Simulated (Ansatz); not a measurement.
The cluster MnF2, relaxed as a quartet with UKS PBE0-D4/def2-TZVP in Ansatz, starting from the PBE0-D4/def2-TZVP geometry of the neutral doublet. Force threshold 0.02 eV/Å.

The charge 0 quartet is spin-contaminated (final ⟨S²⟩ up to 4.64, 3.75 for a pure state). At PBE0-D4/def2-TZVP a sextet of charge 0 lies 1.81 eV below the quartet, each at its own geometry. The structure comes from a short search, and lower isomers may exist.

Start:

```xyz
3

Mn    0.000    0.000    0.000
F    -1.216   -0.604   -1.113
F     1.216    0.604    1.113
```

```csv
step,energy (eV),largest force component (eV/Å),SCF passes
1,-36746.8545,0.348,727
2,-36746.8602,0.163,272
3,-36746.8618,0.005,391
```

Force components are those of the run's own axes.

End:

```xyz
3

Mn    0.0000    0.0000    0.0000
F    -1.2269   -0.6095   -1.1233
F     1.2269    0.6095    1.1233
```

By distances, no bond broke or formed. The bond that changes most is Mn1–F2, from 1.76 to 1.77 Å (atoms count from 1).

No frequencies were taken in this run, so the end may be a saddle point.

Run time 95 s (4 threads of Arm Neoverse V1 on a shared host).
